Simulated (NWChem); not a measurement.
System: Si$_{2}$H$_{5}$ cation

NWChem input:

```
start job
memory heap 200 mb stack 900 mb global 1100 mb
charge 1
geometry units angstroms noautoz
  Si     0.015296    -1.215309    -0.003552
  Si     0.019302     1.166669    -0.012251
  H      1.220788    -2.076481     0.015627
  H     -1.230077    -2.017854     0.008974
  H     -0.542309     1.466499     1.325832
  H      1.426174     1.567781    -0.200855
  H     -0.895591     1.500801    -1.125630
end
basis spherical
  * library def2-tzvp
end
dft
  xc slater pw91lda
  iterations 150
  mulliken
end
task dft energy
```

Geometry: optimised at B3LYP/6-31G* (spherical d).

Question: Predict the main results of this run. (LDA (Slater exchange, PW92)/def2-TZVP.) Quantities: energy (Ha); highest occupied level (eV); orbital gap (eV).

Answer: 
```
Item                          Result
---------------------------  -------
energy (Ha)                  -579.28
highest occupied level (eV)   -13.56
orbital gap (eV)                3.05
```
